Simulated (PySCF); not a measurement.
triplet silylene (H$_{2}$Si), triplet, geometry from GFN2-xTB; CAMB3LYP/6-311G** in PySCF.

PySCF was given this input:
```python
from pyscf import gto, scf, dft

mol = gto.M(
    atom='''
Si   -0.00639139   -0.00195053    0.08523542
H     0.04566728    1.28384221   -0.56751131
H     0.04381220   -1.25653473   -0.62578461
''',
    basis='6-311g**',
    spin=2,
    verbose=4,
)

mf = dft.UKS(mol)
mf.xc = 'camb3lyp'
mf.grids.atom_grid = (99, 590)
mf.grids.prune = None
mf.kernel()
```

Write the output that PySCF gives for this input, abridged.


```
PySCF version 2.14.0

[INPUT] verbose = 4
[INPUT] num. atoms = 3
[INPUT] num. electrons = 16
[INPUT] charge = 0
[INPUT] spin (= nelec alpha-beta = 2S) = 2
[INPUT] symmetry False subgroup None
[INPUT] Mole.unit = angstrom
[INPUT] Symbol           X                Y                Z      unit          X                Y                Z       unit  Magmom
[INPUT]  1 Si    -0.006391390000  -0.001950530000   0.085235420000 AA   -0.012077976655  -0.003685967498   0.161071599912 Bohr   0.0
[INPUT]  2 H      0.045667280000   1.283842210000  -0.567511310000 AA    0.086298652054   2.426110164056  -1.072440948493 Bohr   0.0
[INPUT]  3 H      0.043812200000  -1.256534730000  -0.625784610000 AA    0.082793058915  -2.374506505704  -1.182561525868 Bohr   0.0

nuclear repulsion = 10.4769038881655
number of shells = 20
number of NR pGTOs = 61
number of NR cGTOs = 38
basis = 6-311g**
ecp = {}

******** <class 'pyscf.dft.uks.UKS'> ********
method = UKS
initial guess = minao
damping factor = 0
level_shift factor = 0
DIIS = <class 'pyscf.scf.diis.CDIIS'>
diis_start_cycle = 1
diis_space = 8
diis_damp = 0
SCF conv_tol = 1e-09
SCF conv_tol_grad = None
SCF max_cycles = 50
direct_scf = True
direct_scf_tol = 1e-13
number electrons alpha = 9  beta = 7
XC library pyscf.dft.libxc version 7.1.2
    S. Lehtola, C. Steigemann, M. J. T. Oliveira, and M. A. L. Marques,  SoftwareX 7, 1–5 (2018)
XC functionals = camb3lyp
    T. Yanai, D. P. Tew, and N. C. Handy,  Chem. Phys. Lett. 393, 51 (2004)
radial grids:
    Treutler-Ahlrichs [JCP 102, 346 (1995); DOI:10.1063/1.469408] (M4) radial grids

becke partition: Becke, JCP 88, 2547 (1988); DOI:10.1063/1.454033
pruning grids: None
grids dens level: 3
symmetrized grids: False
atomic radii adjust function: <function treutler_atomic_radii_adjust>
User specified grid scheme (99, 590)
small_rho_cutoff = 0
Set gradient conv threshold to 3.16228e-05
tot grids = 175232
init E= -290.411426064868

cycle= 1 E= -290.576839569002  delta_E= -0.165  |g|= 0.103  |ddm|= 0.946
cycle= 2 E= -290.584171610216  delta_E= -0.00733  |g|= 0.048  |ddm|= 0.179
cycle= 3 E= -290.584989934312  delta_E= -0.000818  |g|= 0.0105  |ddm|= 0.048
cycle= 4 E= -290.585158291685  delta_E= -0.000168  |g|= 0.00238  |ddm|= 0.0281
cycle= 5 E= -290.585170280437  delta_E= -1.2e-05  |g|= 0.000873  |ddm|= 0.00629
cycle= 6 E= -290.585171846827  delta_E= -1.57e-06  |g|= 0.000243  |ddm|= 0.00222
cycle= 7 E= -290.585171981927  delta_E= -1.35e-07  |g|= 4.44e-05  |ddm|= 0.000914
cycle= 8 E= -290.585171987115  delta_E= -5.19e-09  |g|= 8.71e-06  |ddm|= 0.000218
cycle= 9 E= -290.585171987323  delta_E= -2.07e-10  |g|= 2.4e-06  |ddm|= 4.87e-05
Extra cycle  E= -290.585171987333  delta_E= -1e-11  |g|= 9.48e-07  |ddm|= 7.65e-06
converged SCF energy = -290.585171987333  <S^2> = 2.0018479  2S+1 = 3.0012317
```
